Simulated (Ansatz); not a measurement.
A structure drawn as `CC(S)BO`, with this starting geometry:

```xyz
12

C    -0.363   -0.409   -1.269
C    -0.555   -0.146    0.166
S    -1.361    1.450    0.387
B     0.777   -0.106    1.013
O     1.879    0.825    0.682
H    -1.297   -0.399   -1.866
H     0.288    0.421   -1.751
H     0.154   -1.340   -1.460
H    -1.246   -0.948    0.540
H    -1.659    1.218    1.758
H     0.980   -0.955    1.819
H     2.404    0.389   -0.018
```

The species carries charge 0 and has multiplicity 1.

**Question.** Relax it with Ansatz at PBE-D4/def2-SVP and then PBE0-D4/def2-TZVP. Is the drawn bonding still there?

**Answer.** Yes, every drawn bond is still there and no new one forms.

**Question.** Give the relaxed structure. (An estimate is asked.)

**Answer.** Computed: 
Z-matrix (Å, degrees):
```
C
C 1 1.518
H 1 1.093 2 110.2
H 1 1.092 2 111.8 3 119.9
H 1 1.095 2 111.8 3 -120.4
S 2 1.840 1 107.8 3 178.0
B 2 1.575 1 116.9 3 66.0
H 2 1.092 1 110.1 3 -64.8
H 6 1.343 2 97.3 1 179.2
O 7 1.352 2 123.5 1 12.9
H 7 1.200 2 120.2 1 -168.7
H 10 0.962 7 113.7 2 -2.0
```
No frequency check was run.

Atoms count as bonded under 1.1 times the sum of their covalent radii (H–H under 0.85 Å, pairs among N, O and F under 1.55 Å), and a drawn bond as lost past 1.3 times.
